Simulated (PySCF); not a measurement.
Zn(I)(SeH) (HISeZn), SMILES [SeH][Zn][I].

Coordinates come from a r2SCAN-D4/def2-SVP optimisation. The structure was generated by enumeration; whether it is a known compound was not checked. The def2 effective core potentials stand for the cores of I; spin–orbit coupling is left out. Other conformers were not sampled.

Two levels are set side by side: TDDFT-PBE/def2-SVPD (PySCF) and TDDFT-M06-2X/def2-SVPD (PySCF). Vertical, same geometry. The lowest singlet is HOMO→LUMO 100 % with PBE and HOMO→LUMO 96 % with the other functional; states are paired by order. Differences are taken from unrounded values.

```
quantity                              TDDFT-M06-2X  TDDFT-PBE  TDDFT-PBE minus TDDFT-M06-2X
------------------------------------  ------------  ---------  ----------------------------
lowest singlet excitation (eV)                4.60       3.93                         -0.67
lowest triplet excitation (TDA) (eV)          4.35       3.64                         -0.71
```

Functionals without exact exchange tend to place singlet excitations lower, as here. Differences between two approximate levels are no errors against the true value.

Rough cost on one machine, each run with all the roots and properties that it gave: TDDFT-M06-2X against TDDFT-PBE about 10 times.
